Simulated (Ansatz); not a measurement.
Two structures of CH9GeN, singlet, reached by relaxing down either side of one saddle point (PBE0-D4/def2-TZVP). Energies are electronic, without zero-point energy. Ansatz 0.2.0; basis: def2-TZVPP and def2-QZVPP; cores frozen in the correlated methods. Filled d shells of the heavier atoms are correlated. The def2 sets are not built for correlating such inner shells, so the correlated values are less sure here. Extrapolation: Hartree–Fock as exp(−7.88 √X), correlation as X^−2.97. First:

```
12
angstrom
Ge 0.8362 -0.7239 -1.3748
N 1.6750 0.3842 -0.1613
H 1.7755 -1.2983 -2.4621
H 0.2324 -1.8863 -0.5740
H -0.2604 0.1089 -2.0542
H -0.6916 0.6691 1.1816
C -1.7450 0.4570 1.3673
H 2.3990 -0.0774 0.3729
H 2.0766 1.2117 -0.5815
H -2.1301 1.1357 2.1285
H -1.8554 -0.5714 1.7119
H -2.3122 0.5906 0.4457
```

Second:

```xyz
12
angstrom
Ge -0.5293 -0.9230 -1.0124
N 1.6927 1.2336 0.5880
H 0.7826 -1.6458 -0.6523
H -1.3825 -1.8965 -1.8534
H -0.1885 0.2866 -1.9035
H 2.0047 1.8434 1.3339
C -1.4898 -0.3690 0.5889
H 2.3729 0.4875 0.5071
H 1.7343 1.7668 -0.2721
H -0.8500 0.3144 1.1469
H -1.7287 -1.2343 1.2083
H -2.4184 0.1362 0.3205
```

(1) Which bonds change from the first to the second?

(2) Give the saddle point's structure and its height above each. (An estimate is asked for; the value comes from the calculation.)

The T1 diagnostic stays at or below 0.012.

Answers

(1) GeNH₅ ([NH2][GeH3]) + CH₄ → CH₆Ge ([CH3][GeH3]) + NH₃; bonds formed: Ge1–C7, N2–H6; bonds broken: Ge1–N2, H6–C7.

(2) Computed: 264.7 kJ/mol above the first and 256.5 kJ/mol above the second (CCSD(T) at an estimated basis limit (MP2 extrapolated from triple and quadruple zeta, plus CCSD(T) − MP2 in triple zeta)).
```xyz
12
angstrom
Ge 0.2064 -0.5763 -1.0430
N 1.3386 0.4747 0.2332
H 1.4324 -0.9421 -1.9622
H -0.3105 -1.9419 -0.5743
H -0.6734 0.3067 -1.9332
H 0.3149 0.5741 0.7297
C -1.2561 0.2023 0.8398
H 2.0326 -0.0641 0.7419
H 1.7696 1.3132 -0.1445
H -1.4874 1.2108 1.2123
H -1.2683 -0.4793 1.6994
H -2.0988 -0.0783 0.2009
```

Labels in which every atom is bracketed show which atoms are joined, not bond orders.

For scale, one of the runs: CCSD(T)/def2-TZVPP, 236 basis functions (an equivalent command: `ansatz run in.yaml --threads 4`). The run took 2.2 min on 4 CPU threads (shared host), with 4.4 GiB of host memory at its peak.
